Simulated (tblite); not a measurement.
C6H11OP.
Z-matrix (Å and degrees, GFN2-xTB geometry), rows numbered from 1:
```
C 
C   1  1.3206
C   2  1.4901  1  124.21
C   3  1.5485  2  115.12  1  -132.73
P   4  1.8410  3   89.71  2  -142.70
O   5  1.4619  4  122.68  3   138.30
C   3  1.5599  2  115.98  1   114.38
C   7  1.5188  3  115.39  2    30.72
H   1  1.0779  2  121.90  3     0.14
H   1  1.0765  2  121.90  3  -179.82
H   2  1.0816  1  120.13  3  -179.92
H   3  1.0928  2  109.37  1    -8.72
H   4  1.0919  3  111.83  2   -31.81
H   4  1.0873  3  115.83  2    93.59
H   5  1.3965  4  105.81  3   -87.71
H   7  1.0905  3  113.24  2   -97.33
H   8  1.0889  7  109.30  3   172.16
H   8  1.0887  7  110.58  3    53.80
H   8  1.0888  7  111.25  3   -67.67
```

Calculated harmonic vibrations of the isolated species, GFN2-xTB (tblite), most abundant isotopes, no scaling. This tight-binding method is rough: wavenumbers can miss measured ones by several per cent, in bad cases by 10 to 20. Modes of hydrogen on phosphorus can be 10 to 20 % off. One conformer, not necessarily the lowest.

Harmonic wavenumbers (cm⁻¹): 56.0, 69.9, 170.3, 218.3, 234.2, 283.4, 298.2, 355.8, 396.4, 405.1, 560.9, 645.4, 671.6, 745.8, 767.0, 825.4, 861.4, 901.2, 931.4, 954.8, 993.3, 999.4, 1026.1, 1030.9, 1071.9, 1118.2, 1145.4, 1173.9, 1192.8, 1248.5, 1264.0, 1286.1, 1296.8, 1311.5, 1403.5, 1417.9, 1430.8, 1484.8, 1492.0, 1709.7, 2251.2, 2952.0, 2964.0, 2968.9, 3010.3, 3017.4, 3020.3, 3029.2, 3066.1, 3099.5, 3128.2.

A = 3718, B = 1102, C = 956.3 MHz; mass 130.055 u (most abundant isotopes); point group C1, symmetry number 1.

Zero-point energy?

Half the sum of the wavenumbers: 33979 cm⁻¹ = 406.48 kJ/mol.

Entropy at 400 K, 1 bar (ideal gas, RRHO, classical rotation)?

Translation 175.68, rotation 124.15, vibration 142.67: S = 442.5 J/(mol K).

And Cp and H(400 K) − H(0)?

Cp = 195.21 J/(mol K), of which vibrations give 161.95 (their classical limit is 51 R = 424.0); H(400 K) − H(0) = 44.28 kJ/mol without the zero-point energy, 30.98 from vibrations.

How do the functions run with temperature in this model?

| T (K) | S (J/(mol K)) | Cp (J/(mol K)) | H − H(0) (kJ/mol) | G − H(0) (kJ/mol) | ln q(vib) |
| --- | --- | --- | --- | --- | --- |
| 150 | 312.1 | 89.3 | 8.90 | -37.92 | 2.27 |
| 250 | 367.1 | 130.1 | 19.82 | -71.94 | 4.43 |
| 298.15 | 391.8 | 151.4 | 26.59 | -90.22 | 5.51 |
| 600 | 535.3 | 262.8 | 90.51 | -230.67 | 12.56 |
| 900 | 655.1 | 326.7 | 179.77 | -409.78 | 19.46 |

q(vib) and H(0) count from the zero-point level.

Blend soft modes into free rotors: weight 1/[1 + (100 cm⁻¹/ν̃)⁴] for the oscillator and the rest for a rotor with moment μB/(μ + B), μ = h/(8π²ν), B = 10⁻⁴⁴ kg m². What vibrational entropy results?

132.81 J/(mol K) in place of 142.67, which changes −T·S at 400 K by +3.94 kJ/mol.

What must be added to the electronic energy to get the Gibbs energy at 400 K and 1 bar?

ZPE + [H(400 K) − H(0)] − T·S = 406.48 + 44.28 − 177.00 = 273.76 kJ/mol.

Which modes carry the vibrational entropy at 400 K?

56.0 cm⁻¹: 21.65; 69.9 cm⁻¹: 19.82; 170.3 cm⁻¹: 12.52; 218.3 cm⁻¹: 10.54; 234.2 cm⁻¹: 9.98; 283.4 cm⁻¹: 8.51 J/(mol K); the other 45 give 59.66 together.

Hindered rotation and anharmonicity are outside this model. Other conformers, if any are populated, would add a mixing term that is left out. The structure is chiral; the term R ln 2 for an equal mix with its mirror image is left out.
